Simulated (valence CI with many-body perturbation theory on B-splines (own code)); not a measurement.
**Ge XX in brief**

Computed by relativistic CI+MBPT: three valence electrons over a frozen Dirac-Fock core [Ne], a basis of 11 s, 11 p, 10 d, 8 f, 5 g, 2 h functions for each j, with the one-electron correlation potential Σ1, the two-electron term Σ2, the three-electron term Σ3, Breit, model QED; selected CI, second order for the rest, scaled by the run's own slope (own B-spline code, finite nucleus).

No measured levels were compared; by estimate levels of excited configurations hold to 0.05 to 0.15 % of their energy, terms of the ground configuration to about 0.5 %.

Names give the largest LS component (configuration and term), which can be under half, so a name can repeat, a term be missing and a line seem to break the LS rules; names also repeat where a configuration has a term twice.

Rates and lifetimes use the calculated energies. Strong lines usually hold to 10 to 20 %, long lifetimes can be off by a factor of two.

Task: What is the ground level?

Result: 3s2.3p 2P°_1/2, composition 98 % 3s2.3p 2P°, g = 0.664.

Task: What is the ionisation energy?

Result: 749.33 eV; NIST lists 744 ± 3 eV (semi-empirical).

Task: Name the longest-lived excited levels whose lifetime is computed, and their main decay.

Result: 3s2.3p 2P°_3/2 at 6.77 eV lives 682 μs, mostly by M1 to 3s2.3p 2P°_1/2; 3s.3p2 4P_3/2 at 44.47 eV lives 24.1 ns, mostly by E1 to 3s2.3p 2P°_3/2. The lifetime of 3s.3p.3d 4F°_9/2 is too uncertain to give, and may be longer.

Task: Where does the other parity begin?

Result: At 3s.3p2 4P_1/2, 41.24 eV.

Task: How is the term 2P° of the ground level split?

Result: J = 1/2 at 0.00, J = 3/2 at 6.77 eV.

Task: Among levels below 372.97 eV, which E1 lines absorb most strongly from the ground level?

Result: to 3s2.3d 2D_3/2 at 14.66 nm, f = 0.346; to 3s.3p2 2P_1/2 at 18.84 nm, f = 0.232; to 3s.3p2 2P_3/2 at 16.74 nm, f = 0.128.

Task: How well does LS coupling describe the low levels?

Result: Among the lowest 20 levels the leading LS term, summed over configurations, holds 89 % on average. For single configurations the figures are 81 % in LS and 72 % in jj coupling. Terms mix most in the J = 1/2 level at 72.62 eV, where the leading one holds 50 %.
